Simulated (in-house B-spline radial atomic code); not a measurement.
**RPA and G0W0 on BLYP: Kr³⁺**

Configuration [Ar] 3d10 4s2 4p3, highest spin, mean-field start BLYP. Computed with an all-electron radial atomic-structure program (B-spline basis): all electrons, scalar-relativistic (spin-free one-electron X2C), finite nucleus, each spin shell either full or empty, empty states to l = 9 with an (l + 1/2)⁻⁴ tail; G0W0 by contour deformation at full frequency.

Command:
```bash
python run_gw.py task.json out
```
Settings (radii: box in bohr, nucleus in fm):
```
Z                        36
electrons                33
configuration            [Ar] 3d10 4s2 4p3
hamiltonian              x2c
method                   b88,lyp
lmax                     9
rms_radius               4.1884
spin_polarised           True
box_radius               14.14
intervals                69
```

Cost of the run: 5.5 s on 1 thread of Arm Neoverse N1 (shared host).

Energies (hartree):

```csv
term,value
mean-field total,-2787.50881
Hartree-Fock functional on these orbitals,-2785.65062
direct second order,-2.8337
second-order exchange,0.8297
SOSEX correction,0.76404
```

Question: What is the RPA correlation energy, and what remains with SOSEX?

Answer: RPA gives -2.4679 hartree (-2.04 eV per electron); RPA + SOSEX gives -1.7039, and the second-order doubles -2.004 hartree (no singles). RPA lacks exchange-type terms and so overcorrelates at short range.

Quasi-particle levels (eV):

| level | occupied | mean field | Σx - vxc | Σc | QP weight | G0W0 |
| --- | --- | --- | --- | --- | --- | --- |
| 4p up | yes | -44.37 | -6.72 | ? | ? | ? |
| 4s down | yes | -57.09 | -3.77 | -2.43 | 0.939 | -63.29 |
| 4p down | no | -41.35 | 8.13 | -2.88 | 0.940 | -36.09 |

G0W0 = mean field + (Σx - vxc) + Σc, with Σc (partial-wave tail included) taken at the quasi-particle energy. Only the outer levels were computed. Levels of low weight are left out.

Question: Where does G0W0 put 4p up?

Answer: At -51.37 eV, with Σc = -0.27 eV and a quasi-particle weight of 0.938. The tabulated removal energy is 50.85 ± 0.11 eV (NIST, measured); the calculation leaves out spin-orbit coupling, Breit and QED terms, and what these don't explain is the method's own error.
